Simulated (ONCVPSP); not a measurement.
# rhodium: one change to an ONCV potential, before and after

| Property | Result |
| --- | --- |
| Element | rhodium |
| Generator | ONCVPSP 4.0.1 |
| Type | optimised norm-conserving Vanderbilt (ONCV) |
| Functional | PBE |
| Relativity | scalar-relativistic |
| Frozen core | [Kr] |
| Valence charge | 9 |
| Reference configuration | 4d8 5s1 |
| Partial waves | 5s: rc 2.25 bohr, ncon 5, nbas 8, qcut 2.7 1/bohr, 3 projectors, debl 3.5 Ha; p scattering state at 0.35 Ha: rc 2.45 bohr, ncon 4, nbas 7, qcut 2.7 1/bohr, 2 projectors, debl 2.3 Ha; 4d: rc 1.40 bohr, ncon 3, nbas 8, qcut 6.6 1/bohr, 1 projector; f scattering state at 0.08 Ha: rc 1.70 bohr, ncon 3, nbas 7, qcut 6.9 1/bohr, 3 projectors, debl 2.5 Ha |
| Local potential | polynomial inside 1.05 bohr (lpopt 3, dvloc0 2 Ha) |
| Core correction | Teter function fitted to the true core (icmod 2), fcfact 0.7 |

Change: core correction Teter function fitted to the true core (icmod 2), fcfact 0.44.

Cutoffs: the cutoffs (Ha) at which the residual kinetic energy of the hardest occupied pseudo-wave falls to 1 and 0.1 mHa per electron; they do not see the model core or the augmentation charge, which bear on the density cutoff. Errors are all-electron minus pseudo energies relative to the spin-unpolarised reference configuration.

What does the change do?

The potential gets neither clearly harder nor softer (26 Ha and 123 Ha → 26 Ha and 123 Ha); both files keep a bound ghost (s); of the 4 tests that both files solve, the error grows in 3 and shrinks in 0 by more than 15 % and 0.3 meV (median size 8.5 → 17.4 meV). A model core, the more so a compact one, raises the density cutoff, which this test does not measure.

```tsv
quantity	base	changed
cutoff, loose	26 Ha	26 Ha
cutoff, tight	123 Ha	123 Ha
bound ghosts	s	s
GHOST(+) flags under 300 eV	p at 31.3 eV	p at 31.3 eV
error for 4d8 5s0, meV [ΔE 7.46 eV]	-2.6	-5.6
error for 4d7 5s0, meV [ΔE 26.97 eV]	-14	-29
error for 4d6 5s0, meV [ΔE 59.48 eV]	-243	-272
error for 4d8 5s0.5, meV [ΔE 2.92 eV]	-1.2	-1.7
s: phases at 2.28 bohr within 0.05 rad from the reference energy up to (Ha; the scan ends near 5)	to the end of the scan	to the end of the scan
p: phases at 2.48 bohr within 0.05 rad from the reference energy up to (Ha; the scan ends near 5)	n/a	n/a
d: phases at 1.42 bohr within 0.05 rad from the reference energy up to (Ha; the scan ends near 5)	to the end of the scan	to the end of the scan
f: phases at 1.72 bohr within 0.05 rad from the reference energy up to (Ha; the scan ends near 5)	to the end of the scan	to the end of the scan
rms error of d²Exc/dni dnj with the model core, mHa	0.75	1.14
```

 A true bound ghost makes a file unfit for plane-wave use even where its test errors are small: the radial tests pick states by their node count and pass the ghost by.
